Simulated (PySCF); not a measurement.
# Reading the logs of faulty runs: BGeH3O

All numbers below are calculated, not measured. They come from PySCF 2.14.0, an open-source quantum chemistry program, on an isolated molecule that a program drew, which may never have been made. The molecule is BGeH3O (charge 0, singlet), drawn as the SMILES string `O[BH][GeH]`.

Each row is a Hartree-Fock (HF) and frozen-core CCSD(T) single point in the cc-pVDZ basis, meant for a local HF minimum. Run 1 is clean. Each other run has one planted mistake out of seven kinds, and not every kind appears here: one electron removed, one electron added, multiplicity raised by two, geometry at a saddle point, minimal basis STO-3G, one bond length entered in bohr, all coordinates scaled. The reference is restricted for singlets and unrestricted otherwise, and also for a bond in bohr. Adding or removing an electron swaps singlet and doublet. Electrons count all cores. HOMO and LUMO are orbital energies over both spins, the gradient is its largest component, and the lowest frequency (negative if imaginary) is given only where the gradient is small. Bond lengths are over the 5 bonds as drawn. T1 is the CCSD diagnostic: over 0.02 (restricted) or 0.045 (unrestricted) a single reference is doubtful. Germanium has the cc-pVDZ-PP basis, with a core potential (ECP10MDF) in place of its 10 inner electrons, and its 3s, 3p and 3d shells are frozen in CCSD(T).

Geometry of the clean run:
```xyz
6
BGeH3O, angstrom
O    -0.2621    1.6013   -0.3132
B     0.9881    1.2461    0.0562
Ge    2.3284    2.1555    1.4437
H    -0.5927    2.3942    0.0782
H     1.3960    0.2244   -0.4480
H     3.0826    2.9294    0.2834
```

```
run,electrons,basis functions,<S^2>,HOMO (eV),LUMO (eV),gradient (hartree/bohr),lowest frequency (cm^-1),mean bond (Å),longest bond (Å),T1,HF (hartree),CCSD(T) (hartree),mistake
1,48,66,0.000,-8.41,0.26,1.2e-05,212,1.4447,2.133,0.0166,-394.66842,-395.06070,no fault
2,48,66,2.020,-7.76,0.00,2.5e-02,-,1.4447,2.133,0.0206,-394.64789,-395.02503,multiplicity raised by two
3,47,66,0.780,-16.76,-6.76,6.6e-02,-,1.4447,2.133,0.0233,-394.39046,-394.75934,one electron removed
4,49,66,0.763,-0.96,7.48,2.5e-02,-,1.4447,2.133,0.0176,-394.68044,-395.08179,?
```

**Which mistake was planted in run 4, and what did it cost?**

It counts 49 electrons, one more than the clean run, at the same geometry and basis. So the mistake is: one electron added. Subtracting run 1 and multiplying by 627.51 kcal/mol a hartree, the energy moved by -7.5 kcal/mol in HF and -13.2 kcal/mol in CCSD(T).

